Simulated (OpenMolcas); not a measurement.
## Sm3+: moving the ligands

Sm3+ with 6 ligands (oxide) in tetragonal octahedral coordination (D4h) at 2.34 Å, the axial distance 2.223 Å. A charge of +1.5 e stands 2.6 Å behind each ligand. Ligand basis ANO-RCC-VDZP.
```
Sm    0.0000    0.0000    0.0000
O     2.3400    0.0000    0.0000
O     0.0000    2.3400    0.0000
O    -2.3400    0.0000    0.0000
O     0.0000   -2.3400    0.0000
O     0.0000    0.0000    2.2230
O     0.0000    0.0000   -2.2230
```

- Program: OpenMolcas 26.06
- Method: CASSCF
- Basis: ANO-RCC-VDZP [7s6p4d2f1g]
- Scalar Hamiltonian: DKH2, point nucleus
- Active space: 5 electrons in 7 orbitals (4f)
- State averaging: 2S+1 = 6 odd, 21 roots; 2S+1 = 4 odd, 128 roots kept (CI in the orbitals of an earlier block, 108 in the spin-orbit step); 2S+1 = 2 odd, 130 roots kept (CI in the orbitals of an earlier block, 41 in the spin-orbit step)
- Spin-orbit coupling: state interaction with AMFI integrals over the reference wave functions

Runs around this geometry, states (labels of D4, the rotations of D4h). Energies in cm-1 above the lowest state or level, χT in cm3 K/mol.

```
R (Å)  Ground state  First state of that spin  First gap with spin-orbit (degeneracies)  Width of lowest J  χT at 300 K
 2.26            6E                 6A2 127.0                              153.8 (2, 2)                264        0.305
 2.34            6E                 6B1 118.4                              120.9 (2, 2)                252        0.304
 2.42            6E                  6B1 86.1                               94.5 (2, 2)                238        0.304
```

Taking the width of the lowest J multiplet as R^-n, n = -ln(238 / 264) / ln(2.42 / 2.26) = 1.5 between the shortest and longest distance.

High states are left out of the spin-orbit mixing, which shifts the levels that they would mix with. The oxide ions are held by bare point charges, a crude embedding. Without dynamic correlation the ligand-field splitting of an f shell can come out too small, at times by half. No measured value stands beside these numbers; the geometry was imposed, not optimised, and the real ion may take another.
